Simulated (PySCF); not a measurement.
# Potential energy of TlSi along the bond

Set-up: Tl def2-TZVPP with ECP60, Si def2-TZVPP; scalar-relativistic core potentials (PySCF 2.14). Energies in eV from Tl + Si in their ground configurations at the same level. State: ⁴Σ⁻ (quartet), unpaired electrons σ ↑, π ↑↑.

```csv
R (Å),HSE06,UHF-MP2,r²SCANh,UHF-CCSD(T)
2.289,-1.714,-1.629,-1.799,
2.396,-2.023,-1.941,-2.090,-1.816
2.502,-2.191,-2.106,-2.244,-2.000
2.582,-2.250,-2.161,-2.296,-2.068
2.662,-2.268,-2.173,-2.307,-2.092
2.742,-2.254,-2.151,-2.287,-2.082
2.848,-2.199,-2.084,-2.227,-2.029
2.981,-2.090,-1.958,-2.113,-1.920
3.141,-1.926,-1.770,-1.944,-1.752
3.354,-1.683,-1.491,-1.697,
```

Question: Put a parabola through the three lowest points of the HSE06 curve and estimate Re, k and ωe (reduced mass 24.62 u; 1 eV/Å² = 0.16022 mdyn/Å; ωe = 1302.8·√(k/μ) cm⁻¹).

Answer: Through R = 2.582, 2.662, 2.742 Å the second-order coefficient is 2.50 eV/Å², so Re ≈ 2.667 Å, k ≈ 0.801 mdyn/Å and ωe ≈ 235 cm⁻¹. A polynomial fit of higher order to the unrounded HSE06 energies gives Re = 2.663 Å, k = 0.793 mdyn/Å, ωe = 234 cm⁻¹; anharmonicity and rounding make the difference.

The higher-order fit for each curve: HSE06: Re = 2.663 Å, ωe = 234 cm⁻¹, De = 2.27 eV; UHF-MP2: Re = 2.647 Å, ωe = 246 cm⁻¹, De = 2.17 eV; r²SCANh: Re = 2.648 Å, ωe = 235 cm⁻¹, De = 2.31 eV; UHF-CCSD(T): Re = 2.675 Å, ωe = 237 cm⁻¹, De = 2.09 eV.

Correlated steps freeze 9 core orbitals. Spin–orbit coupling is left out, which matters for elements this heavy, above all for dissociation energies. The state is the lowest determinant that a PBE0 search found; another state may lie lower at other levels.
